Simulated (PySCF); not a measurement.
**Two-component Hartree-Fock for N(2+) (nitrogen, charge +2)**

Start: [He] 2s2 2p1; 2p1/2 filled at m_j = +1/2. Calculated with PySCF 2.14 in x2c-SVPall-2c: generalised Hartree-Fock with the X2C-1e Hamiltonian and a Gaussian nucleus; one run each with spin-orbit coupling (SO) switched off, then screened by Boettger's factors.

| spinor shell | electrons | ε, spin-free (eV) | ε, screened SO (eV) | weight of nominal j (screened SO) | rms radius, screened SO (bohr) |
| --- | --- | --- | --- | --- | --- |
| 1s1/2 | 2 | -466.38 | -466.37 | 1.000 | 0.264 |
| 2s1/2 | 2 | -55.948 | -55.946 | 0.999 | 1.30 |
| 2p1/2 | 1 | -48.175 | -48.188 | 0.909 | 1.25 |

| quantity | spin-free | screened SO |
| --- | --- | --- |
| E (hartree) | -52.77219 | -52.77269 |
| M_J | 1/2 | 1/2 |
| ⟨J²⟩ | 1.087 | 1.028 |
| ⟨L²⟩ | 2.012 | 2.012 |
| ⟨S²⟩ | 0.754 | 0.754 |

Each row is a mean over spinors that exchange with the open shell spreads, by up to 1.238 eV (2s1/2).

⟨J²⟩ departs a little from M_J(M_J + 1) because the unrestricted spinors polarise the closed shells.

Without spin-orbit coupling the j labels of p, d and f shells carry no meaning; the spin-free column gives the mean over the occupied spinors of each nl shell, and its ⟨J²⟩ belongs to a mixture of degenerate components.
